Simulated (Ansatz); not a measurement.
Basis sets compared for Ge(NCS)H3 (CH3GeNS). The state is a singlet with charge 0. Geometry PBE-D4/def2-SVP. Ansatz on 4 threads of Intel Xeon on a shared host; times are rough, and most runs start from earlier orbitals.

```xyz
7

Ge    0.948   -0.667   -0.099
N    -0.537    0.399    0.044
C    -1.526    1.079    0.157
S    -2.828    1.978    0.302
H     1.329   -1.108    1.333
H     2.057    0.191   -0.751
H     0.557   -1.871   -0.987
```

The 6-31G sets use Cartesian d functions.

Binding counts from free atoms (Ge triplet, N quartet, C triplet, S triplet, H doublet) in the same basis, without a counterpoise term.

```csv
level,functions,energy (Eh),HOMO (eV),LUMO (eV),binding per atom (eV),wall time
HF/STO-3G,40,-2537.8148,-5.59,8.85,2.84,0.93 s
HF/6-31G,66,-2566.5220,-9.69,2.75,1.96,2.2 s
PBE-D4/def2-SVP,93,-2568.8126,-5.96,-1.00,3.72,2.6 s
PBE-D4/def2-TZVP,165,-2569.3184,-6.10,-1.23,3.70,3.9 s
r2SCAN-D4/def2-TZVP (with forces),165,-2569.8246,-6.36,-1.04,3.59,7.1 s
PBE0-D4/def2-SVP,93,-2568.8968,-7.12,-0.15,3.59,4.2 s
PBE0-D4/def2-TZVP,165,-2569.4003,-7.22,-0.35,3.57,5.5 s
```

Estimate the rows for PBE-D4/def2-TZVPD, r2SCAN-D4/def2-TZVPD, PBE0-D4/def2-TZVPD.


```json
{"level": "PBE-D4/def2-TZVPD", "functions": "201", "energy (Eh)": "-2569.3197", "HOMO (eV)": "-6.14", "LUMO (eV)": "-1.32", "binding per atom (eV)": "3.70", "wall time": "5.5 s"}
{"level": "r2SCAN-D4/def2-TZVPD", "functions": "201", "energy (Eh)": "-2569.8257", "HOMO (eV)": "-6.38", "LUMO (eV)": "-1.10", "binding per atom (eV)": "3.59", "wall time": "8 s"}
{"level": "PBE0-D4/def2-TZVPD", "functions": "201", "energy (Eh)": "-2569.4015", "HOMO (eV)": "-7.25", "LUMO (eV)": "-0.45", "binding per atom (eV)": "3.57", "wall time": "6.5 s"}
```
